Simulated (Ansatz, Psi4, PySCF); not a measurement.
C3H10Si (SMILES C[SiH](C)C), singlet, geometry from GFN2-xTB. Base run: WB97X/6-31G* run with PySCF.

Geometry (Å):
```xyz
14

Si     0.0423     0.1741     0.3577
C     -0.9468     1.3233    -0.7931
C      1.7600    -0.1534    -0.3942
C     -0.8871    -1.4744     0.5617
H      0.1982     0.8162     1.6767
H     -1.0821     0.8824    -1.7770
H     -1.9335     1.5311    -0.3901
H     -0.4423     2.2753    -0.9286
H      2.3509    -0.8063     0.2412
H      1.6850    -0.6271    -1.3692
H      2.3173     0.7698    -0.5220
H     -1.0211    -1.9776    -0.3920
H     -1.8727    -1.3212     0.9911
H     -0.3479    -2.1531     1.2158
```
Charge 0, spin multiplicity 1.
All else is at PySCF's defaults.

The same geometry, method and basis name were run in Ansatz (an electronic-structure program) and Psi4 and PySCF, at each program's defaults and at the settings that a row names. The base is PySCF at its defaults. Differences at the defaults can come from grids, fitting, cores and function types together.

```
code and settings                                                                             ΔE vs base (mEh)  basis functions      E (Eh)  SCF cycles  dipole (D)
--------------------------------------------------------------------------------------------  ----------------  ---------------  ----------  ----------  ----------
PySCF, defaults (exact integrals, its default grid, spherical functions)                                 0.000               80  -409.79883           8        0.48
Psi4, defaults (density fitting with its default set, its default grid, Cartesian functions)            -3.206               84  -409.80203           7        0.48
Ansatz, defaults (factorised integrals, its default grid, Cartesian functions)                          -3.110               84  -409.80194           -           -
PySCF, density fitting with def2-universal-jkfit                                                        -0.091               80  -409.79892           8        0.48
PySCF, fine grid                                                                                         0.008               80  -409.79882           8        0.48
Psi4, exact integrals, spherical functions, fine grid                                                    0.006               80  -409.79882          10        0.48
Ansatz, high accuracy, Cartesian functions as the basis file defines them                               -3.107               84  -409.80193           -           -
```
